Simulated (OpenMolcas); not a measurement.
## V3+: moving or changing the point charges

V3+ among 3 point charges of -3 e arranged as a planar triangle (D3h), 1.87 Å from the ion.

| Item | Value |
| --- | --- |
| Program | OpenMolcas |
| Method | SS-CASPT2, IPEA 0.25 Eh, imaginary shift 0.1 Eh (closed shells correlated: 3s 3p) |
| Basis | ANO-RCC-VDZP [5s4p2d1f] |
| Scalar Hamiltonian | DKH2, point nucleus |
| Active space | 2 electrons in 5 orbitals (3d) |
| State averaging | 2S+1 = 3 even, 10 roots; 2S+1 = 1 even, 15 roots |
| Spin-orbit coupling | state interaction with AMFI integrals over the reference wave functions |

Runs around this geometry, states (labels of D3, the rotations of D3h). Energies in cm-1 above the lowest state or level, χT in cm3 K/mol.

```tsv
R (Å)	q (e)	Ground state	First state of that spin	First gap with spin-orbit (degeneracies)	χT at 300 K	First state of another spin
1.87	-2.4	3E	3A2 1140	88 (1, 1)	0.888	1A1 8370
1.87	-3	3E	3A2 4060	38 (1, 1)	0.929	1A1 4230
1.96	-3	3E	3A2 2420	51 (1, 1)	0.915	1A1 6640
```

Taking the first state of the same spin as R^-n, n = -ln(2420 / 4060) / ln(1.96 / 1.87) = 11.0 between the shortest and longest distance.

Scaling the charges by -2.4 / -3 = 0.80 scales the first state of the same spin by 1140 / 4060 = 0.28; with fixed orbitals a first-order splitting would follow the charge.

Roots that are degenerate in the reference are averaged as groups; the widest CASPT2 spread within a group is 130 cm-1 (the 2-fold group of multiplicity 3 near 10300 cm-1 above the lowest state of its run, R = 1.87, q = -3). Shifts and gaps below about the spread of the groups concerned are not significant. An orbital doublet at a regular site is open to a Jahn-Teller distortion, which this geometry leaves out. Free-ion shares, where given, are those of the reference states; single-state CASPT2 does not remix them. This is an electrostatic model: the charges have no orbitals. No measured value stands beside these numbers.
